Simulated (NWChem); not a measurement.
System: CH3AlF2O; SMILES C[O][Al]([F])[F]

NWChem input:

```
start job
memory heap 200 mb stack 900 mb global 1100 mb
geometry units angstroms noautoz
  Al     0.073840     0.493398     0.000186
  F      1.255578     1.642507    -0.001592
  F     -1.498838     0.998205    -0.002069
  O      0.501382    -1.118472     0.004774
  C     -0.037302    -2.400087     0.002830
  H      0.296024    -2.955984    -0.890313
  H      0.305071    -2.961955     0.888743
  H     -1.142149    -2.401383     0.008489
end
basis spherical
  * library def2-svp
end
dft
  xc xpbe96 cpbe96
  iterations 150
  vectors input atomic output neutral.movecs
end
task dft energy
charge 1
dft
  odft
  mult 2
  vectors input atomic output cation.movecs
end
task dft energy
```

Output (shortened):

```
             Northwest Computational Chemistry Package (NWChem) 7.3.0
             --------------------------------------------------------

 C1  symmetry detected

                             Geometry "geometry" -> ""
                             -------------------------

 Output coordinates in angstroms (scale by  1.889725989 to convert to a.u.)

  No.       Tag          Charge          X              Y              Z
 ---- ---------------- ---------- -------------- -------------- --------------
    1 Al                  13.0000     0.01082651     0.52523131     0.00029599
    2 F                    9.0000     1.14566052     1.72068527    -0.00067900
    3 F                    9.0000    -1.58078349     0.96673876     0.00004698
    4 O                    8.0000     0.50249412    -1.06825474     0.00210961
    5 C                    6.0000     0.01549558    -2.37038442    -0.00134591
    6 H                    1.0000     0.37002760    -2.91118410    -0.89559133
    7 H                    1.0000     0.38081863    -2.91941928     0.88344591
    8 H                    1.0000    -1.08841045    -2.41587553     0.00518432

 Effective nuclear repulsion energy (a.u.)     224.8365362344

  pbe96 is a nonlocal functional; adding pw91lda local functional.

                                 NWChem DFT Module
                                 -----------------

 Summary of "ao basis" -> "ao basis" (spherical)
 ------------------------------------------------------------------------------
       Tag                 Description            Shells   Functions and Types
 ---------------- ------------------------------  ------  ---------------------
 Al                         def2-svp                 8       18   4s3p1d
 F                          def2-svp                 6       14   3s2p1d
 O                          def2-svp                 6       14   3s2p1d
 C                          def2-svp                 6       14   3s2p1d
 H                          def2-svp                 3        5   2s1p

            General Information
            -------------------
          SCF calculation type: DFT
          Wavefunction type:  closed shell.
          No. of atoms     :     8
          No. of electrons :    48
           Alpha electrons :    24
            Beta electrons :    24
          Charge           :     0
          Spin multiplicity:     1
          Use of symmetry is: off; symmetry adaption is: off
          Maximum number of iterations: 150
          AO basis - number of functions:    89
                     number of shells:    41
          Convergence on energy requested:  1.00D-06
          Convergence on density requested:  1.00D-05
          Convergence on gradient requested:  5.00D-04

              XC Information
              --------------
          PerdewBurkeErnzerhof Exchange Functional  1.000
            Perdew 1991 LDA Correlation Functional  1.000 local
           PerdewBurkeErnz. Correlation Functional  1.000 non-local

             Grid Information
             ----------------
          Grid used for XC integration:  medium
          Radial quadrature: Mura-Knowles
          Angular quadrature: Lebedev.
          Tag              B.-S. Rad. Rad. Pts. Rad. Cut. Ang. Pts.
          ---              ---------- --------- --------- ---------
          Al                  1.25       88          10.0       590
          F                   0.50       49          12.0       434
          O                   0.60       49           7.0       434
          C                   0.70       49          10.0       434
          H                   0.35       45          11.0       434
          Grid pruning is: on
          Number of quadrature shells:   419
          Spatial weights used:  Erf1

      Superposition of Atomic Density Guess
      -------------------------------------

 Sum of atomic energies:        -554.19024137

      Non-variational initial energy
      ------------------------------

 Total energy =    -555.301691
 1-e energy   =   -1216.540605
 2-e energy   =     436.402378
 HOMO         =      -0.394351
 LUMO         =      -0.068283

   convergence    iter        energy       DeltaE   RMS-Dens  Diis-err
 ---------------- ----- ----------------- --------- --------- ---------
 d= 0,ls=0.0,diis     1   -556.5090913594 -7.81D+02  2.16D-02  1.24D+00
 d= 0,ls=0.0,diis     2   -556.2200586770  2.89D-01  1.27D-02  4.84D+00
 d= 0,ls=0.0,diis     3   -556.6463924016 -4.26D-01  1.09D-03  1.39D-02
 d= 0,ls=0.0,diis     4   -556.6469065151 -5.14D-04  6.06D-04  6.35D-03
 d= 0,ls=0.0,diis     5   -556.6475630754 -6.57D-04  1.60D-04  6.14D-04
  Resetting Diis
 d= 0,ls=0.0,diis     6   -556.6476182708 -5.52D-05  4.79D-05  6.20D-05
 d= 0,ls=0.0,diis     7   -556.6476238796 -5.61D-06  2.17D-05  1.52D-06
 d= 0,ls=0.0,diis     8   -556.6476235807  2.99D-07  1.37D-05  4.60D-06
 d= 0,ls=0.0,diis     9   -556.6476240231 -4.42D-07  2.37D-06  1.09D-07

         Total DFT energy =     -556.647624023122
      One electron energy =    -1220.701356966625
           Coulomb energy =      493.608303457644
    Exchange-Corr. energy =      -54.391106748551
 Nuclear repulsion energy =      224.836536234411

 Numeric. integr. density =       48.000003646922

                       DFT Final Molecular Orbital Analysis
                       ------------------------------------

 Vector   22  Occ=2.000000D+00  E=-3.284901D-01
              MO Center= -3.0D-02,  1.3D+00, -2.5D-04, r^2= 2.7D+00
   Bfn.  Coefficient  Atom+Function         Bfn.  Coefficient  Atom+Function
  ----- ------------  ---------------      ----- ------------  ---------------
    22      0.397254  2 F  px                37      0.382010  3 F  py
    23     -0.290844  2 F  py                40     -0.273617  3 F  py
    25     -0.265849  2 F  px                26      0.211441  2 F  py
    36      0.200891  3 F  px                39     -0.123017  3 F  px
    11     -0.080822  1 Al px                64      0.056506  5 C  px

[...]
```

Level: PBE/def2-SVP, vertical spin-unrestricted ions. Geometry: optimised at PBE0/def2-SVP.
